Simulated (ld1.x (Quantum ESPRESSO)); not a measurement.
An all-electron radial function and its pseudo partner (Tm)

Columns: radius, all-electron u(r) and pseudo u(r) of the 5d shell (level -13.56 eV) of thulium in the configuration [Kr] 4d10 4f13 5s2 5p6 5d0 6s0 6p0; PW91, scalar-relativistic, PAW scheme, ld1.x (Quantum ESPRESSO) 7.5.

```tsv
r (bohr)	all-electron	pseudo
0.168	0.1360	0.0009
0.335	-0.2008	0.0072
0.503	-0.2396	0.0234
0.670	-0.0597	0.0525
0.838	0.1577	0.0960
1.005	0.3405	0.1525
1.172	0.4762	0.2195
1.340	0.5692	0.2930
1.508	0.6271	0.3671
1.675	0.6581	0.4358
1.842	0.6690	0.4946
2.010	0.6652	0.5397
2.178	0.6507	0.5687
2.345	0.6288	0.5808
2.512	0.6020	0.5778
2.680	0.5720	0.5623
2.848	0.5405	0.5378
3.015	0.5085	0.5082
3.182	0.4764	0.4764
3.350	0.4442	0.4442
3.518	0.4123	0.4123
3.685	0.3808	0.3808
3.852	0.3498	0.3498
4.020	0.3192	0.3192
4.188	0.2896	0.2896
4.355	0.2618	0.2618
```

Task: How many radial nodes do the two functions have?

Result: The all-electron 5d function has n − l − 1 = 2; the pseudo-wave has 0, since the states of the same l below it are removed with the core.

Task: At about which radius was the pseudo-wave matched?

Result: 3.35 bohr. The columns agree to 0.0005 from 3.02 bohr on; several derivatives are matched, so the curves merge somewhat inside the radius.

Task: Is the pseudo-wave norm-conserving?

Result: No, it belongs to a PAW set: the norm inside the radius is not constrained, and the difference is carried by the augmentation charge.
